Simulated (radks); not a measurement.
Values are calculated unless marked as measured or tabulated.
Polarisability of the erbium ion Er2+, [Xe] 4f12, at imaginary frequency. Level of theory: scalar-relativistic Kohn-Sham, LB94 model potential, spin-polarised, spherical densities, finite nucleus; open shells are filled with parallel spins first (spin-orbit coupling, left out, can overturn this in heavy ions); Fermi nuclear charge, rms radius 5.2516 fm (a radial shooting solver on a logarithmic mesh with Libxc functionals). Response by self-consistent Sternheimer equations with the Hartree and adiabatic LDA kernel, the relativistic mass of each level held fixed and spin-orbit coupling left out.

w (hartree)  alpha1(iw) (bohr^3)
0.00266                    7.255
0.0143                     7.248
0.0360                     7.210
0.0697                     7.093
0.118                      6.842
0.186                      6.434
0.280                      5.914
0.413                      5.331
0.605                      4.662
0.892                      3.830
1.35                       2.825
2.12                       1.789
3.59                      0.9372
6.94                      0.3787
17.5                     0.09246

Static values: alpha1 = 7.256 bohr^3 (1.075 angstrom^3; uncoupled 16.55). C6 = 38.09, triple-dipole C9 = 175.9 atomic units. One-pole (London) frequency 4 C6 / (3 alpha1^2) = 0.965 hartree, against 0.935 for minus the highest occupied eigenvalue.
